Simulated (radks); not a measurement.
Minus the highest occupied eigenvalue as an estimate of the ionisation energy, Si to Si13+. The LB94 potential has the -1/r tail that LDA and GGA lack but no energy functional. Calculated with a radial shooting solver on a logarithmic mesh with Libxc functionals: non-relativistic Kohn-Sham, LB94 model potential, spin-polarised, spherical densities, point nucleus; open shells are filled with parallel spins first.

| species | configuration | HOMO | -e(HOMO) (eV) | <r> (bohr) | IE, NIST (eV) | kind |
|---|---|---|---|---|---|---|
| Si | [Ne] 3s2 3p2 | 3p up | 7.901 | 2.73 | 8.152 | exp. |
| Si+ | [Ne] 3s2 3p1 | 3p up | 16.135 | 2.42 | 16.346 | exp. |
| Si2+ | [Ne] 3s2 | 3s | 33.954 | 1.91 | 33.493 | exp. |
| Si3+ | [Ne] 3s1 | 3s up | 46.311 | 1.81 | 45.142 | exp. |
| Si4+ | [Ne] | 2p | 163.29 | 0.531 | 166.77 | exp. |
| Si5+ | [He] 2s2 2p5 | 2p down | 201.96 | 0.507 | 205.28 | semi-emp. |
| Si6+ | [He] 2s2 2p4 | 2p down | 242.84 | 0.486 | 246.57 | semi-emp. |
| Si7+ | [He] 2s2 2p3 | 2p up | 297.49 | 0.463 | 303.59 | semi-emp. |
| Si8+ | [He] 2s2 2p2 | 2p up | 345.31 | 0.446 | 351.3 | semi-emp. |
| Si9+ | [He] 2s2 2p1 | 2p up | 395.05 | 0.430 | 401.38 | semi-emp. |
| Si10+ | [He] 2s2 | 2s | 469.55 | 0.482 | 476.27 | semi-emp. |
| Si11+ | [He] 2s1 | 2s up | 519.78 | 0.471 | 523.42 | theory |
| Si12+ | [He] | 1s | 2404.3 | 0.110 | 2437.7 | theory |
| Si13+ | 1s1 | 1s up | 2634.7 | 0.107 | 2673.2 | theory |

Reference values: NIST Atomic Spectra Database (exp. = measured, semi-emp. = semi-empirical, theory = theoretical value adopted there). Open shells are spherical and high-spin; term and fine-structure splittings are not resolved.
